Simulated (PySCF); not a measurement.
A PySCF run on SiSb⁻

State: ¹Σ⁺ (singlet), closed shell.

An equivalent input (the run itself took its basis sets from the Basis Set Exchange, started from a PBE0 density and held the occupation σ 9α 9β, πx 4α 4β, πy 4α 4β, δx 1α 1β, δy 1α 1β):

```python
from pyscf import gto, dft
mol = gto.M(atom='Si 0 0 0; Sb 0 0 2.304', basis={'Si': 'def2-SVPD', 'Sb': 'def2-SVPD'}, ecp={'Sb': 'def2-SVPD'},
            charge=-1, spin=0, verbose=4, symmetry='C2v')
mf = dft.UKS(mol, xc='M06L')
mf.grids.atom_grid = (80, 434)
mf.grids.prune = dft.gen_grid.treutler_prune
mf.irrep_nelec = {'A1': (10, 10), 'A2': (1, 1), 'B1': (4, 4), 'B2': (4, 4)}
mf.conv_tol = 1e-9
mf.max_cycle = 60
mf.diis_space = 10
mf.kernel()
```

The log (some set-up lines and the per-cycle HOMO/LUMO lines removed):

```
******** <class 'pyscf.dft.uks_symm.SymAdaptedUKS'> ********
method = SymAdaptedUKS
damping factor = 0
level_shift factor = 0
DIIS = <class 'pyscf.scf.diis.CDIIS'>
diis_start_cycle = 1
diis_space = 10
diis_damp = 0
SCF conv_tol = 1e-09
SCF conv_tol_grad = None
SCF max_cycles = 60
number electrons alpha = 19  beta = 19
Set gradient conv threshold to 3.16228e-05
init E= -529.834566808899
cycle= 1 E= -529.823336060191  delta_E= 0.0112  |g|= 0.112  |ddm|= 0.274
cycle= 2 E= -529.631054961211  delta_E= 0.192  |g|= 0.416  |ddm|= 0.783
cycle= 3 E= -529.836101623938  delta_E= -0.205  |g|= 0.0162  |ddm|= 0.645
cycle= 4 E= -529.836211510585  delta_E= -0.00011  |g|= 0.012  |ddm|= 0.0472
cycle= 5 E= -529.836326508482  delta_E= -0.000115  |g|= 0.00441  |ddm|= 0.0196
cycle= 6 E= -529.83634770749  delta_E= -2.12e-05  |g|= 0.000225  |ddm|= 0.00691
cycle= 7 E= -529.836347750088  delta_E= -4.26e-08  |g|= 2.44e-05  |ddm|= 0.000881
cycle= 8 E= -529.836347750555  delta_E= -4.67e-10  |g|= 1.63e-05  |ddm|= 0.000159
Extra cycle  E= -529.83634774407  delta_E= 6.48e-09  |g|= 8.03e-05  |ddm|= 0.000148
converged SCF energy = -529.83634774407  <S^2> = -7.1054274e-15  2S+1 = 1
```

Repeating this along the bond gives Re = 2.317 Å and ωe = 465 cm⁻¹.

A point of this curve took 1.2 CPU seconds beside 0.24 for the integrals, on Intel Xeon Platinum 8259CL @ 2.50GHz (shared host).

Spin–orbit coupling is left out. The highest Kohn–Sham level is positive in this anion. Much of that is self-interaction error, but it also means that the finite basis helps to hold the extra electron.
